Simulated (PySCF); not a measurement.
A geometry optimisation on `[H][Mn]` [septet].

Computed with PBE0-D3(BJ)/def2-SVP geometry optimisation, gas phase (PySCF 2.14.0). Start geometry: GFN2-xTB. The input is one job of a driver script: a line of settings, then coordinates in Å.

Input:
```
{"job": {"xc": "PBE0", "basis": "def2-SVP", "d3": "d3bj", "grid": 1, "maxiter": 40, "kind": "geom"}, "charge": 0, "multiplicity": 7}
Mn     0.000300     0.005880    -0.812040
H     -0.000300    -0.005880     0.812040
```

Q: What does the run print?

A: 
```
step   0  E = -1151.16397213  max force = 0.025367
step   1  E = -1151.16681974  max force = 0.003831
step   2  E = -1151.16690162  max force = 0.000717
step   3  E = -1151.16690467  max force = 0.000023
optimisation converged
```

Energies in Eh; «max force» is the largest Cartesian gradient component in Eh/bohr.

Q: How much energy does the optimisation release, in kcal/mol?

A: E(step 0) − E(last step) = 0.002933 Eh, which is 1.8 kcal/mol.

Q: Give the first gradient maximum in eV/Å.

A: With 1 Eh/bohr = 51.422 eV/Å, 1.304 eV/Å.

Summary of the converged run: final energy -1151.16690 Eh after 3 steps; dipole 1.92 D.

Q: Give the final coordinates.

A: 0.066 Å rms from the input after alignment:
```
atom  x, y, z in Å
Mn1    0.0003    0.0064   -0.8780
H2    -0.0003   -0.0064    0.8780
```

On an Arm Neoverse V1 with one thread (shared host), this took 3.2 s wall.
Labels such as C1 count atoms from 1, the log's own numbers from 0.
